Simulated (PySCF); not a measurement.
# Vertical excitation energies

Compound: MoSeCl4 (singlet state).
Z-matrix (Å and degrees, PBE0-D3(BJ)/def2-SVP geometry), rows numbered from 1:
```
Mo
Se  1  2.1942
Cl  1  2.2895  2  104.37
Cl  1  2.2894  2  104.45  3   -90.09
Cl  1  2.2891  2  104.39  3   179.91
Cl  1  2.2891  2  104.35  3    89.95
```

Method: TDDFT PBE0/def2-SVPD, vertical, gas phase, core orbitals frozen in the response, def2 core potentials past Kr (PySCF). Spin–orbit coupling is left out.

Question: What does the calculation give for the low-lying excited states?

Answer: 

```csv
state,E (eV),E (hartree),f,|μ| (D),"main configurations (H = HOMO, L = LUMO)"
S1,2.01,0.0738,0.0010,0.37,H-1→L (94%)
S2,2.01,0.0738,0.0010,0.37,H-2→L (94%)
S3,2.35,0.0865,0.0000,0.00,H→L (86%)
S4,2.60,0.0956,0.0000,0.00,"H-2→L+1/L+2 (≥47%), H-1→L+1/L+2 (≥47%)"
S5,2.72,0.1001,0.0000,0.00,H-3→L (100%)
S6,2.84,0.1043,0.0000,0.00,"H-2→L+1/L+2 (≥42%), H-1→L+1/L+2 (≥42%)"
S7,2.93,0.1075,0.0001,0.09,H→L+1/L+2 (99%)
S8,2.93,0.1076,0.0001,0.09,H→L+1/L+2 (99%)
S9,3.01,0.1107,0.0000,0.06,"H-1→L+1/L+2 (≥36%), H-2→L+1/L+2 (≥36%), H→L (11%)"
```

Triplets (Tamm–Dancoff): T1 1.75 eV, H→L (99%); T2 1.86 eV, H-1→L (98%); T3 1.86 eV, H-2→L (98%).

The lowest singlet level (S1/S2) comes at 617 nm (194 kJ/mol) in the visible; it is very weak. The lowest level is also the most intense of those listed (f = 0.0021 summed). S1/S2 and S7/S8 lie within about 0.01 eV of each other in each set; the point group C4v has degenerate representations, and within a degenerate level the listed configurations can mix freely. For S1 the Löwdin share of molybdenum is 6% in HOMO-1 and 66% in LUMO (ligand-to-metal charge transfer by this measure). Of the 9 states listed, none reaches f = 0.01 and 7 stay under 0.0005. The listed states span 1.00 eV, and the widest gap between neighbours is 0.34 eV (S2 to S3). 10 computed singlets (S1 to S10) lie in the visible range (380 to 750 nm), the largest f among them at 410 nm, f = 0.029; light of that wavelength is violet, and its complementary colour is yellow-green; a Tamm–Dancoff triplet lies at 708 nm, without intensity as long as spin–orbit coupling is left out; the computed singlets end at 410 nm, so higher ones may fall in the visible too. Orbitals of the list HOMO-3 to LUMO+2 that lie within 0.01 eV of each other are written together with a slash and their weights summed (≥ marks a lower bound); for degenerate orbitals outside that list single weights are arbitrary. Singlets were solved by full linear response, triplets in the Tamm–Dancoff approximation. The highest level found (3.03 eV, f 0.029 so far) is left out, since the window may have cut off a degenerate partner.

The run took 38 s of wall time (with the writing of density and orbital grids) on an Arm Neoverse V1 with one thread, no GPU, on a shared host, and the process peaked at 0.76 GiB of memory.
